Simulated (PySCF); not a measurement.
## Ionising Rb2

RHF-CCSD(T); PySCF, scalar-relativistic core potentials, basis sets Rb def2-SVPD with ECP28. Neutral (RHF): singlet (closed shell), Re = 4.366 Å, ωe = 48.8 cm⁻¹, De = 0.36 eV.

Rb₂⁺ (UHF): doublet (σ ↑), Re = 5.040 Å, ωe = 39.2 cm⁻¹, De = 0.65 eV to Rb⁺ + Rb. The energies at the minima are -47.74020 hartree for Rb2 and -47.60110 for Rb₂⁺.

**Question.** Work out the adiabatic ionisation energy, without and with harmonic zero-point energies (1 hartree = 27.2114 eV, 1 eV = 8065.5 cm⁻¹), and the change of the bond length.

**Answer.** At CCSD(T): 0.13910 hartree = 3.785 eV between the minima; the zero-point term (39.2 − 48.8)/2 cm⁻¹ = -0.001 eV makes it 3.785 eV. Re changes by +67.4 pm against the neutral. The electron leaves a σ orbital, and the longer bond of the ion fits a bonding orbital, or a change in how ionic the bond is.

Correlated steps freeze no core orbitals. Weak bonds: Rb2. Basis-set superposition, not corrected here, can be much of De in a small basis, most of all at correlated wavefunction levels. Spin–orbit coupling is left out. Where the molecule has an RHF reference, its open-shell atoms are computed with UHF. States were picked by a PBE0 search and need not be the measured ground states.

Neutral and ion stand on different kinds of reference determinant, which adds to the error of the difference.
